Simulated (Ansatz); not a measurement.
Consider the redistribution: `OC([SiH3])S` + `C=C(F)[SiH2]O` → `OC(S)[SiH2]F` + `C=C[SiH2]O`.

Program: Ansatz. Geometries: PBE0-D4/def2-TZVP. ΔE: electronic, gas phase. CBS: MP2 limit from def2 TZ/QZ plus the TZ coupled-cluster correction, frozen cores. Functionals use def2-TZVPP. Each species was taken in one conformer, which may not be the lowest.

(1) Is it downhill or uphill in electronic energy at CCSD(T)/CBS, and by how much? (Best estimate.)

(2) What do these levels give: PBE0-D4, ωB97M-V, B2PLYP, PBE, r2SCAN, PBE0, MP2/def2-TZVPP, CCSD/def2-TZVPP, CCSD(T)/def2-TZVPP, MP2/def2-QZVPP, HF/CBS(def2), CCSD/CBS(def2)? (Best estimate.)

Largest T1 diagnostic among the species: 0.012.

Answers

(1) Computed: Downhill: ΔE = -230.2 kJ/mol.

(2) The calculation gave: PBE0-D4 -213.8, ωB97M-V -220.6, B2PLYP -225.4, PBE -203.2, r2SCAN -218.2, PBE0 -213.2, MP2/def2-TZVPP -236.8, CCSD/def2-TZVPP -228.5, CCSD(T)/def2-TZVPP -226.1, MP2/def2-QZVPP -239.7, HF/CBS(def2) -235.9, CCSD/CBS(def2) -232.6 kJ/mol.

From PBE to PBE0 (25 % exact exchange), in def2-TZVPP and without D4, ΔE moves by −10.0 kJ/mol.
